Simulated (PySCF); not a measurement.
# From a log to its input

A PySCF 2.14 run on the atoms Sn 0 0 0; Br 0 0 2.565 (angstrom) printed this (some set-up lines and the per-cycle HOMO/LUMO lines with their warnings removed):

```
PySCF version 2.14.0

[INPUT] verbose = 4
[INPUT] num. atoms = 2
[INPUT] num. electrons = 10
[INPUT] charge = 1
[INPUT] spin (= nelec alpha-beta = 2S) = 0
[INPUT] symmetry False subgroup None
[INPUT] Mole.unit = angstrom

nuclear repulsion = 5.77659333557895
number of shells = 8
number of NR pGTOs = 24
number of NR cGTOs = 16
basis = lanl2dz
ecp = {'Sn': 'lanl2dz', 'Br': 'lanl2dz'}

******** <class 'pyscf.dft.roks.ROKS'> ********
method = ROKS
initial guess = minao
damping factor = 0
level_shift factor = 0
DIIS = <class 'pyscf.scf.diis.CDIIS'>
diis_start_cycle = 1
diis_space = 8
diis_damp = 0
SCF conv_tol = 1e-09
SCF conv_tol_grad = None
SCF max_cycles = 50
direct_scf = True
direct_scf_tol = 1e-13
num. doubly occ = 5  num. singly occ = 0
XC library pyscf.dft.libxc version 7.0.0
    S. Lehtola, C. Steigemann, M. J.T. Oliveira, and M. A.L. Marques.,  SoftwareX 7, 1–5 (2018)
XC functionals = blyp
    A. D. Becke.,  Phys. Rev. A 38, 3098 (1988)
    C. Lee, W. Yang, and R. G. Parr.,  Phys. Rev. B 37, 785 (1988)
    B. Miehlich, A. Savin, H. Stoll, and H. Preuss.,  Chem. Phys. Lett. 157, 200 (1989)
radial grids:
    Treutler-Ahlrichs [JCP 102, 346 (1995); DOI:10.1063/1.469408] (M4) radial grids

becke partition: Becke, JCP 88, 2547 (1988); DOI:10.1063/1.454033
pruning grids: <function nwchem_prune>
grids dens level: 3
symmetrized grids: False
atomic radii adjust function: <function treutler_atomic_radii_adjust>
small_rho_cutoff = 0
Set gradient conv threshold to 3.16228e-05
tot grids = 42384
init E= 1.1235729769391
cycle= 1 E= -14.7259324783031  delta_E= -15.8  |g|= 1.66  |ddm|= 3.32
cycle= 2 E= -15.1735828664998  delta_E= -0.448  |g|= 1.18  |ddm|= 2.49
cycle= 3 E= -16.2231471808895  delta_E= -1.05  |g|= 0.234  |ddm|= 1.85
cycle= 4 E= -16.2312533946564  delta_E= -0.00811  |g|= 0.18  |ddm|= 0.112
cycle= 5 E= -16.2453462010897  delta_E= -0.0141  |g|= 0.0724  |ddm|= 0.09
cycle= 6 E= -16.2480026814109  delta_E= -0.00266  |g|= 0.00172  |ddm|= 0.0605
cycle= 7 E= -16.2480045273409  delta_E= -1.85e-06  |g|= 0.000681  |ddm|= 0.00373
cycle= 8 E= -16.2480048342525  delta_E= -3.07e-07  |g|= 0.000191  |ddm|= 0.00109
cycle= 9 E= -16.2480048558579  delta_E= -2.16e-08  |g|= 9.87e-06  |ddm|= 0.000194
cycle= 10 E= -16.2480048559139  delta_E= -5.6e-11  |g|= 9.59e-07  |ddm|= 9.86e-06
Extra cycle  E= -16.2480048559068  delta_E= 7.06e-12  |g|= 3.64e-06  |ddm|= 4.18e-06
converged SCF energy = -16.2480048559068
 ** Mulliken pop  **
pop of  0 Sn 5s           0.49643
pop of  0 Sn 6s           1.50392
pop of  0 Sn 5px          0.14383
pop of  0 Sn 5py          0.14383
pop of  0 Sn 5pz          0.48819
pop of  0 Sn 6px          0.08292
pop of  0 Sn 6py          0.08292
pop of  0 Sn 6pz          0.03472
pop of  1 Br 4s           0.49424
pop of  1 Br 5s           1.51608
pop of  1 Br 4px          0.93101
pop of  1 Br 4py          0.93101
pop of  1 Br 4pz          0.83379
pop of  1 Br 5px          0.84224
pop of  1 Br 5py          0.84224
pop of  1 Br 5pz          0.63263
 ** Mulliken atomic charges  **
charge of    0Sn =      1.02324
charge of    1Br =     -0.02324

WARN: System has nonzero charge 1; the dipole moment is origin-dependent.
Location of origin: [0. 0. 0.]

Dipole moment(X, Y, Z, Debye):  0.00000, -0.00000,  0.38197
orbital energies (hartree): [-0.4982 -0.4774 -0.4774 -0.3677 -0.3677 -0.2822]
```

**Question.** Write the input that gave this log.

**Answer.** The input was:

```python
from pyscf import gto, dft

mol = gto.M(
    atom='Sn 0 0 0; Br 0 0 2.565',
    basis='lanl2dz',
    ecp={'Sn': 'lanl2dz', 'Br': 'lanl2dz'},
    charge=1,
    spin=0,
    verbose=4,
)
mf = dft.ROKS(mol, xc='blyp')
mf.kernel()
mf.mulliken_pop()
mf.dip_moment()
print('orbital energies (hartree):', mf.mo_energy[..., max(0, mol.nelec[1]-3):mol.nelec[0]+3].round(4))
```

The bond length is a typed value, not an optimised one. The dipole of an ion depends on the origin.
